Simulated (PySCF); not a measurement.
Compound: 2-chloro-6-fluoropyridine, C5H3ClFN.
SMILES with atom numbers: `[F:1][c:2]1[cH:3][cH:4][cH:5][c:6]([Cl:7])[n:8]1` (hydrogens: H9 on C3; H10 on C4; H11 on C5)

The same species was optimised twice, with GFN2-xTB and with PBE0-D3(BJ)/def2-SVP (PySCF), and the same property calculations (PySCF, gas phase) were run on both structures.

```tsv
coordinate	GFN2-xTB	PBE0-D3(BJ)/def2-SVP	change
C6–Cl7 (Å)	1.712	1.731	+0.019
F1–C2 (Å)	1.335	1.321	-0.014
C4–C5 (Å)	1.386	1.393	+0.007
C2–C3 (Å)	1.387	1.393	+0.006
C5–C6 (Å)	1.389	1.395	+0.006
C3–C4 (Å)	1.386	1.391	+0.005
C2–N8 (Å)	1.313	1.310	-0.003
C6–N8 (Å)	1.319	1.318	-0.001
C5–C6–Cl7 (°)	120.4	119.1	-1.3
Cl7–C6–N8 (°)	116.0	117.0	+1.0
F1–C2–C3 (°)	119.6	118.8	-0.8
F1–C2–N8 (°)	115.6	116.3	+0.7
C4–C5–C6 (°)	117.6	117.1	-0.5
C5–C6–N8 (°)	123.6	123.9	+0.3
C3–C4–C5 (°)	119.7	119.8	+0.1
C2–C3–C4 (°)	116.7	116.5	-0.2
```

Rotational constants: A = 3414, B = 1274, C = 927.8 MHz (GFN2-xTB) against A = 3432, B = 1259, C = 921.1 MHz (PBE0-D3(BJ)/def2-SVP). Point groups within 0.08 Å: Cs and Cs.

On the GFN2-xTB structure: HOMO (eV) -7.70 [PBE0/pcSseg-1]; LUMO (eV) -1.40 [PBE0/pcSseg-1]; dipole (D) 3.78 [PBE0/pcSseg-1]; GIAO shielding of F1 (ppm) 235.6 [PBE0/pcSseg-1]; GIAO shielding of C2 (ppm) 14.6 [PBE0/pcSseg-1]; GIAO shielding of C3 (ppm) 75.1 [PBE0/pcSseg-1]; GIAO shielding of C4 (ppm) 38.8 [PBE0/pcSseg-1]; GIAO shielding of C5 (ppm) 60.5 [PBE0/pcSseg-1]; GIAO shielding of C6 (ppm) 25.0 [PBE0/pcSseg-1]; GIAO shielding of Cl7 (ppm) 642.6 [PBE0/pcSseg-1]; GIAO shielding of N8 (ppm) -46.0 [PBE0/pcSseg-1].

Q: What do these properties become on the PBE0-D3(BJ)/def2-SVP structure?

A: 
```csv
property,level,on GFN2-xTB,on PBE0-D3(BJ)/def2-SVP,change
HOMO (eV),PBE0/pcSseg-1,-7.70,-7.68,+0.02
LUMO (eV),PBE0/pcSseg-1,-1.40,-1.40,0.00
dipole (D),PBE0/pcSseg-1,3.78,3.75,-0.03
"energy, GFN2-xTB geometry as zero (kcal/mol)",PBE0/pcSseg-1,0.0,-0.2,-0.2
GIAO shielding of F1 (ppm),PBE0/pcSseg-1,235.6,238.3,+2.7
GIAO shielding of C2 (ppm),PBE0/pcSseg-1,14.6,15.7,+1.1
GIAO shielding of C3 (ppm),PBE0/pcSseg-1,75.1,72.9,-2.2
GIAO shielding of C4 (ppm),PBE0/pcSseg-1,38.8,37.0,-1.8
GIAO shielding of C5 (ppm),PBE0/pcSseg-1,60.5,58.0,-2.5
GIAO shielding of C6 (ppm),PBE0/pcSseg-1,25.0,23.8,-1.2
GIAO shielding of Cl7 (ppm),PBE0/pcSseg-1,642.6,630.0,-12.6
GIAO shielding of N8 (ppm),PBE0/pcSseg-1,-46.0,-42.0,+4.0
```

The heavy atoms differ by 0.012 Å rms after alignment. Among bonds between heavy atoms C6–Cl7 changes most (+0.019 Å). Changes are differences of the printed values. Neither structure is proved a minimum here.
